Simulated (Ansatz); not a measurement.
CH$_{10}$BNSi$_{2}$ (`CB(N)[SiH2][SiH3]`) from Hartree–Fock to CCSD(T)

```xyz
15

C     0.817   -1.785    0.464
B     0.928   -0.431   -0.327
N     1.545   -0.387   -1.574
Si    0.133    1.280    0.414
Si   -2.204    1.142    0.419
H     1.275   -2.635   -0.052
H    -0.231   -2.036    0.658
H     1.285   -1.698    1.450
H     1.647    0.452   -2.120
H     1.939   -1.203   -2.015
H     0.561    1.529    1.823
H     0.515    2.485   -0.386
H    -2.648   -0.037    1.216
H    -2.844    2.356    0.998
H    -2.717    0.968   -0.969
```

Total charge 0; spin multiplicity 1. All single points use the PBE0-D4/def2-TZVP geometry. It is one conformer, not always the lowest. Frozen core, restricted reference, Ansatz 0.2.0. CBS rows extrapolate triple and quadruple zeta; past MP2 they add the triple-zeta difference.

```json
{"basis": "def2-TZVPP", "HF (Eh)": "-700.80104", "MP2 corr.": "-0.74914", "CCSD corr.": "-0.82137", "(T)": "?", "CCSD(T) total": "?"}
{"basis": "def2-QZVPP", "HF (Eh)": "?", "MP2 corr.": "?", "CCSD corr.": "–", "(T)": "–", "CCSD(T) total": "–"}
{"basis": "CBS(def2)", "HF (Eh)": "-700.82777", "MP2 corr.": "-0.83789", "CCSD corr.": "?", "(T)": "as TZ", "CCSD(T) total": "?"}
```

Problem. Fill in the withheld values. (Best estimate.)

Solution. Computed: def2-TZVPP (T): -0.03145; def2-TZVPP CCSD(T) total: -701.65386; def2-QZVPP HF (Eh): -700.82453; def2-QZVPP MP2 corr.: -0.80012; CBS(def2) CCSD corr.: -0.91013; CBS(def2) CCSD(T) total: -701.76935.
